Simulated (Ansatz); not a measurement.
Reactions of C₂H₂F₂, SMILES `C=C(F)F`.

Calculated with Ansatz (gas phase, PBE0-D4/def2-TZVP geometries, no zero-point term in ΔE). CCSD(T)/CBS adds triple-zeta CCSD(T) − MP2 to the extrapolated MP2 energy (def2 sets, frozen cores). This one scheme is used for every species, atoms too. Functionals use def2-TZVPP. Open shells (•) are unrestricted, without spin–orbit coupling. Spin–orbit coupling would lower the free atoms: a little for C, F. One conformer a species, not always the lowest.

| reaction | PBE-D4 (kcal/mol) | CCSD(T)/CBS(def2) (kcal/mol) |
| --- | --- | --- |
| `C=C(F)F` → `F/C=C\F` | 9.9 | 9.3 |
| `C=C(F)F` + `N[SiH3]` → `C=C(F)N[SiH3]` + H–F | -7.8 | -9.7 |
| `C=C(F)F` + H₂O → `C=C(O)F` + H–F | -3.5 | -4.0 |
| `C=C(F)F` → 2 C• + 2 F• + 2 H• | 612.6 | 584.5 |

Largest T1 diagnostic: 0.013, for `F/C=C\F`.
